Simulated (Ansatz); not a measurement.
GaMe2(acac) (C7H13GaO2), relaxed as a singlet with RKS r2SCAN-D4/def2-SVP in Ansatz, starting from the GFN2-xTB geometry. Force threshold 0.03 eV/Å.

Start:

```tsv
atom	x (Å)	y (Å)	z (Å)
Ga1	-1.6489	-0.0430	0.0645
C2	-2.4503	1.8282	0.0416
H3	-1.6528	2.5743	0.0863
H4	-3.1171	1.9935	0.8887
H5	-3.0250	2.0013	-0.8701
C6	-2.4311	-1.9198	0.1447
H7	-1.6408	-2.6609	0.0043
H8	-3.1843	-2.0760	-0.6288
H9	-2.9040	-2.1084	1.1098
O10	-0.1646	-0.0046	1.3698
C11	1.0922	0.0375	1.1835
C12	1.9461	0.0884	2.4242
C13	1.7094	0.0368	-0.0652
C14	1.0002	-0.0138	-1.2634
C15	1.7589	-0.0131	-2.5656
O16	-0.2668	-0.0603	-1.3530
H17	3.0041	0.1268	2.1867
H18	1.6704	0.9630	3.0110
H19	1.7399	-0.7891	3.0349
H20	2.7853	0.0738	-0.1062
H21	2.8326	-0.0145	-2.4091
H22	1.4755	0.8666	-3.1411
H23	1.4711	-0.8869	-3.1475
```

Task: Estimate the energy that the relaxation releases and the steps that it takes.

Result: 3.8 kcal/mol, in 5 steps; 13 s on 2 threads of AMD EPYC 7R13 on a shared host and a share (18 GiB) of an NVIDIA H100 80GB HBM3. No frequencies were taken in this run, so the end may be a saddle point.

Task: Does the start keep its bonding and symmetry?

Result: By distances, no bond broke or formed. The bond that changes most is Ga1–C2, from 2.04 to 1.96 Å (atoms count from 1).

Task: Predict the relaxed structure.

Result: 
```xyz
23

Ga   -1.5992   -0.0388    0.0610
C    -2.4163    1.7433    0.0450
H    -1.6354    2.5199    0.0651
H    -3.0739    1.8988    0.9152
H    -3.0229    1.8955   -0.8623
C    -2.3906   -1.8303    0.1385
H    -1.6073   -2.5976    0.0335
H    -3.1300   -1.9858   -0.6633
H    -2.9020   -1.9970    1.1003
O    -0.1836    0.0022    1.4208
C     1.0750    0.0375    1.2075
C     1.9295    0.0839    2.4425
C     1.6807    0.0365   -0.0644
C     0.9809   -0.0108   -1.2863
C     1.7401   -0.0145   -2.5828
O    -0.2900   -0.0553   -1.4026
H     3.0034    0.1179    2.2198
H     1.6475    0.9653    3.0403
H     1.7087   -0.7990    3.0633
H     2.7703    0.0699   -0.1062
H     2.8284   -0.0106   -2.4423
H     1.4425    0.8673   -3.1728
H     1.4443   -0.8982   -3.1698
```
Bond lengths: 4 × C–C 1.41 to 1.50 Å; 2 × C–Ga 1.96 Å; 2 × C–O 1.28 Å; 2 × Ga–O 1.96 Å; 13 × C–H 1.09 to 1.10 Å.
